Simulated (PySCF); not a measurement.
Polarisability and C₆ of Al (aluminium, neutral)

[Ne] 3s2 3p1, 2P determinant. All numbers are calculated (PySCF 2.14, the non-relativistic Hamiltonian (point nucleus), in aug-cc-pwCVTZ). Coupled (time-dependent) response in atomic units; α is the mean over directions.

| method | mean α (bohr³) | α xx, yy, zz | C₆ (like pair) | S(−4) |
| --- | --- | --- | --- | --- |
| UHF | 61.68 | 52.19, 80.64, 52.19 | 560.9 | 1958 |
| PBE | 65.49 | 53.19, 90.08, 53.19 | 584.1 | 2672 |
| PBE0 | 62.64 | 51.90, 84.10, 51.90 | 558.5 | 2246 |
| PBEsol | 66.60 | 53.53, 92.75, 53.53 | 596.6 | 2797 |
| TPSSh | 61.34 | 51.34, 81.34, 51.34 | 555.0 | 2003 |

S(−4) is the Cauchy moment in α(ω) = α(0) + S(−4) ω² + …

Reference α: 57.8 ± 1 bohr³ (recommended; Schwerdtfeger and Nagle, table of static dipole polarizabilities (2023 update)). Published C₆: 528.0 (Chu and Dalgarno (2004); Tang, Norbeck and Certain (1976)).

α(iu) at PBEsol:

| u (hartree) | α(iu) (bohr³) |
| --- | --- |
| 0 | 66.60 |
| 0.0500 | 60.56 |
| 0.100 | 48.93 |
| 0.200 | 29.96 |
| 0.300 | 19.03 |
| 0.500 | 9.130 |
| 0.750 | 4.690 |
| 1.00 | 2.880 |
| 1.50 | 1.468 |
| 2.00 | 0.9322 |
| 3.00 | 0.5089 |
| 5.00 | 0.2424 |

The components differ because the open shell of this determinant is not spherical; for a pure term their mean is the scalar polarisability.
